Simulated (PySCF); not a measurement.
# Correlation energy of B (boron, neutral)

[He] 2s2 2p1, 2P determinant. All numbers are calculated (PySCF 2.14, no relativity, point nucleus, in 6-31G*). Frozen: 1s2; 3 electrons correlated.

MP2 pair energies summed by pair of shells (mhartree):

```json
{"pair": "2s-2s", "energy": "-22.22", "share (%)": "61.6"}
{"pair": "2s-2p", "energy": "-13.84", "share (%)": "38.4"}
```

Total MP2 correlation energy: -36.05 mhartree.

Same-spin part -2.27 and opposite-spin part -33.78 mhartree; SCS-MP2 scales them by 1/3 and 6/5 to -41.30 mhartree.

| level | correlation energy (mhartree) |
| --- | --- |
| CCSD | -56.34 |
| (T) | -0.77 |
| CCSD(T) | -57.11 |

Diagnostics: T1 = 0.0095, D1 = 0.0166, largest double amplitude 0.145.

Cost of the coupled-cluster step: 0.16 s of wall time on 1 thread of Neoverse-N1 (shared host), for 3 correlated electrons.
